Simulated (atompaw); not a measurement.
# Plane-wave convergence, PAW (atompaw) potential for Tm

* Element: thulium
* Generator: atompaw 4.2.0.5
* Type: PAW
* Functional: PBE
* Relativity: scalar-relativistic
* Frozen core: [Kr] 4d10 5s2
* Valence charge: 21
* Reference configuration: 4f13 5p6 5d0 6s1.5 6p0.5
* Partial waves: 6s (bound): rc 3.00 bohr; 6s channel at 1.45 Ry: rc 3.00 bohr; 5p (bound): rc 2.50 bohr; 6p (bound): rc 3.00 bohr; 5d (bound, empty): rc 3.00 bohr; 5d channel at 2.75 Ry: rc 3.00 bohr; 4f (bound): rc 1.20 bohr; 4f channel at 0.4 Ry: rc 1.20 bohr
* Local potential: vpsmatchnc scheme with l = 4 at 0 Ry, radius 2.20 bohr
* Core correction: smooth core density matched at 2.90 bohr
* Augmentation charge: sinc compensation charge, radius 2.60 bohr; PAW radius 3.00 bohr; waves and projectors: custom rrkj gramschmidtortho

The pseudo-atom Hamiltonian at the reference potential is diagonalised in spherical Bessel functions j_l(qr) that vanish at 20 bohr, with q² up to the cutoff. All-electron valence levels (Ry): 6s -0.3188, 5p -2.0375, 6p -0.1086, 5d -0.0985, 4f -0.2859.

Q: How do the lowest levels (Ry) of each channel move with the cutoff, and are there ghosts?

A:

```tsv
cutoff (Ry)	s #1	s #2	p #1	p #2	p #3	d #1	d #2	f #1	Σ f·Δε (mRy)
8	-8.2432	-0.3188	-1.9586	-0.1085	0.0289	-0.0931	0.0373	0.0790	5217.1
21	-11.8497	-0.3188	-2.0374	-0.1085	0.0289	-0.0985	0.0367	0.0790	4744.2
45	-12.0998	-0.3188	-2.0375	-0.1085	0.0289	-0.0985	0.0367	0.0790	4743.1
90	-12.1051	-0.3188	-2.0375	-0.1085	0.0289	-0.0985	0.0367	-0.2816	54.8
160	-12.1051	-0.3188	-2.0375	-0.1085	0.0289	-0.0985	0.0367	-0.2857	2.5
300	-12.1051	-0.3188	-2.0375	-0.1085	0.0289	-0.0985	0.0367	-0.2858	0.1
400	-12.1051	-0.3188	-2.0375	-0.1085	0.0289	-0.0985	0.0367	-0.2858	0.0
```

Result: ghost state, extra bound levels that the all-electron valence spectrum of the same l lacks: s at -164.7 eV (a true bound ghost makes a file unfit for plane-wave use); 10 mRy is reached at 140 Ry and 1 mRy at 230 Ry.
